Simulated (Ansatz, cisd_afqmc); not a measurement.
Species: BaCl, charge 1, singlet. BaCl+ (SMILES [Cl][Ba+]).
B3LYP-D3(BJ)/def2-TZVP minimum from Ansatz (an electronic-structure program):
```xyz
2

Ba     0.0000     0.0000    -0.6046
Cl     0.0000     0.0000     1.9918
```
Charge +1, spin multiplicity 1.

Total energies in def2-SVP, 8 correlated electrons, 9 frozen orbitals. Open shells are spin-unrestricted; no spin-orbit coupling. Cores are frozen in correlated methods (noble-gas shells, and filled d and f shells in the p block). Past Kr the def2 sets carry scalar-relativistic core potentials. AFQMC/CISD: phaseless, guided by CISD from CCSD amplitudes; bars are statistical, one sigma. Outlying blocks are dropped, and bars are widened where a walk drifts. Over all cases where full CI ran beside it in this data, AFQMC minus full CI had a median of +0.1 mEh and passed +0.4 mEh in a tenth of the cases. The spin of BaCl+ ([Cl][Ba+], singlet) was assumed, and the state is the lowest solution found for it.

The bar of a AFQMC/CISD walk is widened from 0.11 to 0.15 mEh, since its error had not levelled off in the blocking analysis, or few joins of blocks were possible.

| method | program | energy (Eh) | minus CCSDTQ (mEh) |
|---|---|---|---|
| HF | Ansatz | -484.36267 | 157.17 |
| MP2 | Ansatz | -484.50548 | 14.36 |
| CCSD | Ansatz | -484.51628 | 3.56 |
| CCSD(T) | Ansatz | -484.51937 | 0.47 |
| CCSDT(Q) | Ansatz | -484.51985 | -0.02 |
| CCSDTQ | Ansatz | -484.51984 | 0.00 |
| AFQMC/CISD | cisd_afqmc | -484.5202 ± 0.0002 | -0.3 ± 0.2 |

Rough core times of Ansatz's runs on a shared machine: CCSD(T) under 20 s, CCSDT(Q) under 20 s, CCSDTQ 3 min.
